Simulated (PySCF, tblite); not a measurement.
Isomers of C5H9Cl2 (doublet state), one GFN2-xTB conformer each. Single-point energies are computed at B3LYP/pcH-1 (PySCF, gas phase, no added dispersion term), electronic only. GFN2-xTB treats the open shell by occupation alone, and not every SCF solution was tested for stability.

Question: Rank them by B3LYP/pcH-1 energy, lowest first (kJ/mol).
A. `[CH2:1][C@H:2]([CH3:3])[CH2:4][CH:5]([Cl:6])[Cl:7]` (doublet state) with H–C1–C2–C3 -84° and 85°, C1–C2–C4–C5 -63°, C2–C4–C5–Cl6 170°
B. `CC(C)(C)[C](Cl)Cl` [radical]

Answer: B (0.0), A (28.8).

As drawn, the lower has a quaternary carbon, which the higher lacks. GFN2-xTB itself gives, in the same order: 0.0, 87.9. Both levels put the same isomer lowest.

Question: What happens when harmonic zero-point energies from GFN2-xTB frequencies are added?

Answer: 
```csv
SMILES,ZPE (kJ/mol),electronic (kJ/mol),with ZPE (kJ/mol)
CC(C)(C)[C](Cl)Cl,332.9,0.0,0.0
[CH2][C@H](C)CC(Cl)Cl,326.5,28.8,22.5
```

The zero-point energies span 6.4 kJ/mol. The order is unchanged.

Question: As an exercise, what shares would exp(−E/RT) give at 1000 K from these electronic energies alone (no entropy, no degeneracies)?

Answer: RT = 8.314 kJ/mol: CC(C)(C)[C](Cl)Cl 97.0 %, [CH2][C@H](C)CC(Cl)Cl 3.0 %.
